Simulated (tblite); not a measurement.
Compound: C4H7BO3S.
SMILES with atom numbers: `[CH3:1][S@:2](=[O:3])/[CH:4]=[C:5]1\[CH2:6][O:7][BH:8][O:9]1` (hydrogens: H10, H11, H12 on C1; H13 on C4; H14, H15 on C6; H16 on B8)

Computed with GFN2-xTB (tblite), gas phase: L-BFGS steps from a force-field or distance-geometry start until the largest atomic force falls under 0.01 eV/Å.

Step 57: E = -785.3199 eV
```
atom  x, y, z in Å  |  force x, y, z in eV/Å
C1      2.6455   -0.2567   -0.2567   -0.019   0.014   0.014
S2      1.6808    1.1620    0.4792    0.038  -0.031  -0.010
O3      1.1872    0.6723    1.7674   -0.013  -0.008   0.027
C4      0.3092    1.0473   -0.6826    0.035  -0.013  -0.017
C5     -0.8184    0.4018   -0.4114    0.025  -0.009   0.020
C6     -1.1843   -0.3946    0.8155   -0.042  -0.052   0.029
O7     -2.4870   -0.8744    0.5313    0.018   0.019   0.001
B8     -2.8471   -0.4304   -0.6859   -0.052   0.010  -0.003
O9     -1.8676    0.3416   -1.2736   -0.019  -0.022  -0.028
H10     3.1270   -0.7712    0.5683    0.014   0.032  -0.021
H11     3.3880    0.1487   -0.9346   -0.022   0.018   0.008
H12     1.9810   -0.9291   -0.7851   -0.004  -0.031   0.014
H13     0.4438    1.5817   -1.6051    0.016   0.042  -0.025
H14    -1.1914    0.2172    1.7227   -0.007  -0.003  -0.015
H15    -0.5160   -1.2446    0.9857    0.014   0.026  -0.012
H16    -3.8584   -0.6628   -1.2047    0.020   0.008   0.018
```

Step 58: E = -785.3206 eV
```
atom  x, y, z in Å  |  force x, y, z in eV/Å
C1      2.6443   -0.2581   -0.2576   -0.007   0.023   0.019
S2      1.6820    1.1596    0.4813    0.019  -0.014   0.006
O3      1.1894    0.6753    1.7724   -0.013  -0.017  -0.009
C4      0.3110    1.0448   -0.6822    0.019  -0.010  -0.009
C5     -0.8168    0.3984   -0.4125    0.003   0.011   0.019
C6     -1.1864   -0.3944    0.8161   -0.032  -0.045   0.023
O7     -2.4894   -0.8729    0.5317    0.028   0.016  -0.006
B8     -2.8475   -0.4313   -0.6871   -0.042   0.021   0.001
O9     -1.8657    0.3374   -1.2758   -0.011  -0.022  -0.023
H10     3.1335   -0.7712    0.5634    0.005   0.021  -0.014
H11     3.3825    0.1556   -0.9350   -0.021   0.003  -0.010
H12     1.9809   -0.9319   -0.7861    0.007  -0.024   0.021
H13     0.4466    1.5824   -1.6035    0.013   0.021  -0.009
H14    -1.1948    0.2186    1.7225    0.000   0.002  -0.021
H15    -0.5175   -1.2431    0.9878    0.011   0.007  -0.003
H16    -3.8599   -0.6603   -1.2051    0.021   0.004   0.015
```

Question: Estimate the geometry and energy of step 59. (The exact step hangs on the optimiser's Hessian estimate; all steps are aligned on step 58, rigid shifts and turns removed.)

Answer: E = -785.3209 eV, largest force 0.038 eV/Å
```
atom  x, y, z in Å  |  force x, y, z in eV/Å
C1      2.6445   -0.2566   -0.2597    0.002   0.009   0.016
S2      1.6831    1.1576    0.4843   -0.004  -0.013   0.025
O3      1.1913    0.6717    1.7756   -0.007  -0.013  -0.035
C4      0.3127    1.0419   -0.6806    0.006  -0.002  -0.005
C5     -0.8157    0.3961   -0.4114   -0.010   0.012   0.010
C6     -1.1902   -0.3933    0.8188   -0.007  -0.030   0.005
O7     -2.4924   -0.8710    0.5317    0.016   0.013  -0.005
B8     -2.8479   -0.4314   -0.6887   -0.015   0.021   0.007
O9     -1.8628    0.3329   -1.2779    0.001  -0.013  -0.006
H10     3.1399   -0.7704    0.5569    0.003   0.018  -0.004
H11     3.3787    0.1617   -0.9381   -0.012   0.006  -0.024
H12     1.9820   -0.9318   -0.7880    0.008  -0.017   0.027
H13     0.4499    1.5793   -1.6024    0.011   0.006   0.005
H14    -1.2008    0.2222    1.7235    0.000   0.004  -0.023
H15    -0.5206   -1.2409    0.9945    0.001   0.003  -0.003
H16    -3.8592   -0.6589   -1.2083    0.008  -0.001   0.011
```

The energy changes by -0.0003 eV. The first-order estimate −F·Δx gives -0.0004 eV and the mean of the old and new forces, exact on a quadratic surface, -0.0003 eV. The step makes an angle of 80° with the force vector and moves no atom by more than 0.009 Å.

The cost below is that of the whole relaxation. The run took 1.9 s on an Intel Xeon at 2.70 GHz with one thread, shared host with 64 logical CPUs at a one-minute load of 5.8.
